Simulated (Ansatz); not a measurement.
One change: `N[SiH2]C[SeH]` becomes `NC[SiH2]N`.

Ansatz, PBE0-D4/def2-TZVP geometries, multiplicity 1. Each molecule was computed in one conformer, which needn't be the lowest.

Scalar relativity is left out up to krypton.

```csv
property,`N[SiH2]C[SeH]`
HOMO energy (PBE0/def2-TZVPP) / eV,-6.55
LUMO energy (PBE0/def2-TZVPP) / eV,-0.08
LUMO energy (PBE/def2-TZVPP) / eV,-0.97
HOMO energy (PBE/def2-TZVPP) / eV,-5.39
size of the dipole moment (ωB97M-V/def2-TZVPP) / D,0.92
HOMO energy (ωB97M-V/def2-TZVPP) / eV,-8.73
```

(1) Give the same properties after the change, and the shifts. (Estimate.)

Answers

(1) Ansatz gave: 
```csv
property,`NC[SiH2]N`,shift
HOMO energy (PBE0/def2-TZVPP) / eV,-6.84,-0.29
LUMO energy (PBE0/def2-TZVPP) / eV,0.75,0.83
LUMO energy (PBE/def2-TZVPP) / eV,-0.09,0.88
HOMO energy (PBE/def2-TZVPP) / eV,-5.39,0.00
size of the dipole moment (ωB97M-V/def2-TZVPP) / D,1.08,0.16
HOMO energy (ωB97M-V/def2-TZVPP) / eV,-9.21,-0.48
```

With PBE0 the HOMO falls by 0.29 eV and the LUMO rises by 0.83 eV, so the gap widens by about 1.12 eV. PBE moves the HOMO by 0.00 eV and ωB97M-V by -0.48 eV. Dipoles are sizes alone; their direction can turn.

Spin–orbit coupling is left out; it splits and shifts lone-pair levels of the heavy atoms by tenths of an eV.
